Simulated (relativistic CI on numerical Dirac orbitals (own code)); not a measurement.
## Ru⁶⁺: 4p photoemission

Computed with this model: Dirac-Coulomb-Breit CI, separate exchange-only KLI orbitals for each configuration, QED by a radiative potential, valence Slater integrals scaled by 0.7, multiplet model of photoemission in the sudden approximation; configurations [Kr] 4d2 → [Ar] 3d10 4s2 4p5 4d2; 80 K; Lorentzian 1.68 eV and Gaussian 0.6 eV FWHM. Energies are those of the free ion, without screening or charge transfer. The energies are binding energies and can lie tens of eV above those of solids. S is read from ⟨S²⟩ = S(S + 1).

Computed curve for free ion, scaled to 100 at the maximum (points under 2 are left out and the grid is thinned):

| Energy (eV) | Intensity |
| --- | --- |
| 130.0 | 2.0 |
| 130.4 | 2.2 |
| 131.0 | 2.6 |
| 131.4 | 2.9 |
| 131.8 | 3.3 |
| 132.2 | 3.8 |
| 132.8 | 4.7 |
| 133.2 | 5.5 |
| 133.6 | 6.5 |
| 134.0 | 7.9 |
| 134.6 | 11.2 |
| 135.0 | 14.8 |
| 135.4 | 20.4 |
| 136.0 | 35.5 |
| 136.4 | 49.2 |
| 136.8 | 59.6 |
| 137.2 | 64.2 |
| 137.8 | 77.0 |
| 138.2 | 93.0 |
| 138.6 | 100.0 |
| 139.0 | 91.2 |
| 139.6 | 72.6 |
| 140.0 | 65.4 |
| 140.4 | 61.4 |
| 141.0 | 58.2 |
| 141.4 | 53.4 |
| 141.8 | 45.0 |
| 142.2 | 36.8 |
| 142.8 | 27.0 |
| 143.2 | 21.5 |
| 143.6 | 17.0 |
| 144.0 | 13.6 |
| 144.6 | 10.1 |
| 145.0 | 8.6 |
| 145.4 | 7.5 |
| 145.8 | 6.8 |
| 146.4 | 6.4 |
| 146.8 | 6.8 |
| 147.2 | 8.1 |
| 147.8 | 12.3 |
| 148.2 | 16.1 |
| 148.6 | 17.4 |
| 149.0 | 14.6 |
| 149.6 | 9.0 |
| 150.0 | 6.9 |
| 150.4 | 5.7 |
| 150.8 | 5.0 |
| 151.4 | 4.6 |
| 151.8 | 4.9 |
| 152.2 | 5.8 |
| 152.8 | 9.1 |
| 153.2 | 13.0 |
| 153.6 | 17.0 |
| 154.0 | 17.3 |
| 154.6 | 11.1 |
| 155.0 | 7.4 |
| 155.4 | 5.1 |
| 155.8 | 3.7 |
| 156.4 | 2.5 |
| 156.8 | 2.0 |

The ground state has S = 0.98, and the centroid lies at 140.87 eV.
